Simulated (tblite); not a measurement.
CH14SeSi5.
SMILES with atom numbers: `[SiH3:1][CH2:2][Si@H:3]([SiH2:4][SiH3:5])[Se:6][SiH3:7]` (hydrogens: H8, H9, H10 on Si1; H11, H12 on C2; H13 on Si3; H14, H15 on Si4; H16, H17, H18 on Si5; H19, H20, H21 on Si7)

Computed with GFN2-xTB (tblite), gas phase: L-BFGS steps from a force-field or distance-geometry start until the largest atomic force falls under 0.01 eV/Å.

Step 52: E = -574.9295 eV
```
atom  x, y, z in Å  |  force x, y, z in eV/Å
Si1    -0.7643    2.9447   -0.0786    0.000  -0.015   0.025
C2      0.0766    1.6801   -1.2315    0.004   0.000   0.020
Si3     0.0886   -0.1188   -0.5887   -0.011  -0.028  -0.084
Si4    -1.9235   -1.0567    0.1125   -0.001   0.059   0.001
Si5    -1.9223   -3.2734    0.7993    0.016  -0.026  -0.006
Se6     1.4926   -0.1972    1.2889   -0.052  -0.013   0.018
Si7     3.5728   -0.0268    0.4417    0.085   0.011  -0.038
H8     -2.1907    2.6118   -0.0190    0.017   0.027  -0.002
H9     -0.1666    2.8829    1.2525    0.001   0.014   0.005
H10    -0.5764    4.2859   -0.6422   -0.009  -0.012   0.000
H11    -0.4286    1.7071   -2.1974    0.020  -0.067   0.012
H12     1.1053    1.9956   -1.4131    0.008   0.023   0.001
H13     0.8330   -0.9266   -1.5787    0.009   0.019   0.030
H14    -2.8408   -0.8593   -1.0269    0.002  -0.021   0.010
H15    -2.4947   -0.2035    1.1659   -0.007   0.004   0.002
H16    -1.0303   -4.1209    0.0045    0.007   0.009  -0.078
H17    -3.2683   -3.8359    0.6624   -0.008  -0.046   0.019
H18    -1.5061   -3.4813    2.1847   -0.028   0.056   0.045
H19     3.7697   -1.0874   -0.5425   -0.030   0.008   0.016
H20     3.7303    1.2786   -0.1961   -0.023  -0.011   0.022
H21     4.4349   -0.1820    1.6018    0.001   0.009  -0.020
```

Step 53: E = -574.9309 eV
```
atom  x, y, z in Å  |  force x, y, z in eV/Å
Si1    -0.7619    2.9438   -0.0783    0.008  -0.020   0.016
C2      0.0810    1.6796   -1.2312   -0.007   0.001   0.031
Si3     0.0879   -0.1185   -0.5890   -0.006  -0.039  -0.025
Si4    -1.9262   -1.0532    0.1137   -0.006   0.013  -0.010
Si5    -1.9225   -3.2741    0.7988    0.028  -0.001  -0.016
Se6     1.4903   -0.1946    1.2952   -0.053  -0.015  -0.017
Si7     3.5683   -0.0254    0.4410    0.097   0.006  -0.057
H8     -2.1877    2.6103   -0.0190    0.009   0.023  -0.002
H9     -0.1638    2.8820    1.2524    0.002   0.015   0.007
H10    -0.5761    4.2849   -0.6419   -0.006  -0.005  -0.003
H11    -0.4251    1.7025   -2.1968    0.040  -0.042   0.010
H12     1.1112    1.9939   -1.4086   -0.013   0.022  -0.016
H13     0.8337   -0.9283   -1.5750    0.014   0.012   0.023
H14    -2.8410   -0.8593   -1.0291    0.006  -0.019   0.020
H15    -2.5030   -0.2032    1.1662   -0.003   0.010   0.002
H16    -1.0275   -4.1161   -0.0006   -0.007   0.018  -0.059
H17    -3.2667   -3.8426    0.6641    0.002  -0.039   0.018
H18    -1.5041   -3.4771    2.1850   -0.030   0.050   0.030
H19     3.7640   -1.0864   -0.5461   -0.039   0.033   0.042
H20     3.7248    1.2806   -0.1995   -0.026  -0.035   0.037
H21     4.4353   -0.1818    1.5983   -0.009   0.013  -0.033
```

Q: Estimate the geometry and energy of step 54. (The exact step hangs on the optimiser's Hessian estimate; all steps are aligned on step 53, rigid shifts and turns removed.)

A: E = -574.9321 eV, largest force 0.073 eV/Å
```
atom  x, y, z in Å  |  force x, y, z in eV/Å
Si1    -0.7585    2.9437   -0.0779    0.014  -0.017   0.005
C2      0.0863    1.6793   -1.2296   -0.011  -0.007   0.034
Si3     0.0867   -0.1187   -0.5889   -0.003  -0.036   0.036
Si4    -1.9289   -1.0506    0.1149   -0.010  -0.031  -0.013
Si5    -1.9219   -3.2755    0.7984    0.029   0.021  -0.020
Se6     1.4870   -0.1925    1.3012   -0.030  -0.015  -0.052
Si7     3.5650   -0.0236    0.4391    0.057  -0.001  -0.045
H8     -2.1840    2.6115   -0.0199   -0.002   0.016   0.000
H9     -0.1611    2.8838    1.2527    0.004   0.014   0.013
H10    -0.5746    4.2844   -0.6425   -0.002  -0.001  -0.005
H11    -0.4186    1.6982   -2.1959    0.051  -0.017   0.007
H12     1.1180    1.9925   -1.4031   -0.032   0.018  -0.026
H13     0.8340   -0.9306   -1.5698    0.022   0.000   0.008
H14    -2.8412   -0.8611   -1.0309    0.006  -0.015   0.021
H15    -2.5129   -0.2041    1.1661    0.004   0.015   0.000
H16    -1.0245   -4.1118   -0.0062   -0.019   0.025  -0.041
H17    -3.2649   -3.8503    0.6656    0.020  -0.028   0.019
H18    -1.5014   -3.4740    2.1856   -0.032   0.045   0.008
H19     3.7546   -1.0844   -0.5498   -0.037   0.034   0.047
H20     3.7167    1.2820   -0.2033   -0.022  -0.034   0.041
H21     4.4353   -0.1813    1.5936   -0.007   0.015  -0.035
```

The energy changes by -0.0012 eV. The first-order estimate −F·Δx gives -0.0017 eV and the mean of the old and new forces, exact on a quadratic surface, -0.0012 eV. The step makes an angle of 74° with the force vector and moves no atom by more than 0.010 Å.

What follows is the cost of the whole relaxation. Hardware: an Arm Neoverse V1 with one thread, shared host with 32 logical CPUs at a one-minute load of 26. Cost: 3.1 s wall.
